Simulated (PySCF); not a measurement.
All values below come from PBE-D3(BJ)/def2-TZVP // PBE-D3(BJ)/def2-SVP in PySCF 2.14.0. Isolated molecules, 0 K electronic values unless said otherwise. 

Reference species: [Ti(F)4] (neutral, multiplicity 1).

```
Property                                                        Value
------------------------------------------------------------  -------
charge on the central atom (Mulliken)                          1.48 e
coordination number                                                 4
mean distance from the central atom to its bonded neighbours  1.744 Å
```

After one change: the charge on the central atom (Mulliken) increases by 0.31 e; the coordination number increases by 1; the mean distance from the central atom to its bonded neighbours rises by 0.072 Å.

Task: Which change was made? The new species is one of these.
(A) [V(=O)(F)3]
(B) [Mo(=O)(F)4]
(C) [Ta(=O)(F)3]
(D) [Mo(=O)2(F)2]

Result: B, [Mo(=O)(F)4]
